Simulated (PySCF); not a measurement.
**Excitation energy of Nd by level of theory**

Nd [Xe] 4f4 6s2 (high-spin determinant) → Nd [Xe] 4f4 6s1 6p1 (high-spin determinant), as a difference of total energies. All numbers are calculated (PySCF 2.14, the spin-free X2C one-electron Hamiltonian (Gaussian nucleus), in x2c-TZVPPall (11s7p7d4f2g, 113 functions)). Correlated levels: valence: [Kr] 4d10 frozen; valence and next inner shell: [Ar] 3d10 frozen. The calculations carry no spin-orbit coupling.

| method | excitation energy (eV) |
| --- | --- |
| UHF | 0.874 |
| LDA | 1.822 |
| PBE | 1.640 |
| PBE0 | 1.532 |
| r2SCAN | 1.296 |
| MP2 (valence) | 1.747 |
| SCS-MP2 (valence) | 1.815 |
| MP2 (valence and next inner shell) | 1.782 |
| SCS-MP2 (valence and next inner shell) | 1.832 |

Problem. How much does correlation contribute at MP2 (valence and next inner shell)?

Solution. 1.782 − (0.874) = 0.908 eV, measured against UHF.

A first-order spin-orbit estimate (lowest level to lowest level, LS coupling) adds -0.053 eV.

The basis was made for the ground configuration and has no added diffuse functions, so the excitation energy can come out too high.

The determinant of the upper state and of the lower state mixes LS terms, which raises its energy above the lowest term, most at the Hartree-Fock and MP2 levels.
